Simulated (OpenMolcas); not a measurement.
## neutral silicon: from CASSCF to CASPT2

```
Program             : OpenMolcas 26.06
Basis               : ANO-RCC-VQZP [6s5p3d2f1g]
Scalar Hamiltonian  : DKH2, point nucleus
Active space        : 4 electrons in 4 orbitals (3s 3p)
State averaging     : 2S+1 = 3 even, 3 roots; 2S+1 = 1 even, 6 roots; 2S+1 = 5 odd, 1 root; 2S+1 = 3 odd, 8 roots
Spin-orbit coupling : RASSI with atomic mean-field integrals over the reference wave functions, term energies averaged over their components
```

Methods on the same reference wave functions:
A. CASSCF
B. SS-CASPT2, IPEA 0.25 Eh, imaginary shift 0.1 Eh (closed shells correlated: 2s 2p)

Energies in cm⁻¹ above 3s² 3p² ³P₀, the measured ground level; measured values from NIST Handbook of Basic Atomic Spectroscopic Data.

```csv
Level,A,B,Measured
3s² 3p² ³P₀,0.0,0.0,0.0
3s² 3p² ³P₁,66.3,66.7,77.1
3s² 3p² ³P₂,194,193,223
3s² 3p² ¹D₂,8841,5580,6299
3s² 3p² ¹S₀,15555,13440,15394
3s 3p³ ⁵S°₂,22838,30330,33326
3s 3p³ ³D°₂,54217,45420,
3s 3p³ ³D°₁,54218,45420,
3s 3p³ ³D°₃,54219,45420,45322
3s 3p³ ³P°₀,62984,56870,
3s 3p³ ³P°₁,62985,56870,
3s 3p³ ³P°₂,62986,56870,
```

Deviations, from unrounded energies. A percentage is the sum of absolute deviations over the sum of measured energies, with the sign that they share, or ± where signs differ.

```csv
Against measurement,Levels,A,B
mean absolute deviation (cm-1),6,3700,970
fine structure of the ground term (%),2,-13.4,-13.4
other terms of the ground configuration (%),2,+12.5,-12.3
other configurations (%),2,±24.6,±3.9
```

B lies closest to measurement on these levels. The largest miss of B in the table is 3s 3p³ ⁵S°₂, by -3000 cm-1. The ranking rests on the paired levels alone, and a cruder setting can come out closer through cancelling errors.

From A to B the spin-free energies of the other terms of 3s² 3p² shown, above ³P, scale by factors of 0.63 to 0.86.

The lowest spin-free term lies below A's lowest term by 0.110 hartree in B.

CASPT2 does not keep the components of a term degenerate, so their means are used; among the terms shown or strongly mixed into the levels shown the widest spread is 270 cm-1 (3s 3p³ ³D°, B). Over all roots computed the reference weight is 0.86 to 0.98 in B; the roots of lowest weight are the least certain, and an intruder state may touch them. Terms of s pⁿ other than that of highest spin mix with s² pⁿ⁻² d, which this space lacks; all of them can be thousands of cm-1 off, and some have no real level of that name. Without dynamic correlation excited terms often stand tens of per cent too high (terms of higher spin than the ground term too low), and those without a measured partner can miss by more than the paired ones (holds for A). Measured partners are found by configuration, term and J. A level has none where our copy of the source lacks it or the pairing is in doubt (some pairs that miss far off the trend of their configuration count as doubtful), and it then counts in no deviation. Levels of configurations outside the active space are missing.

° marks odd parity.
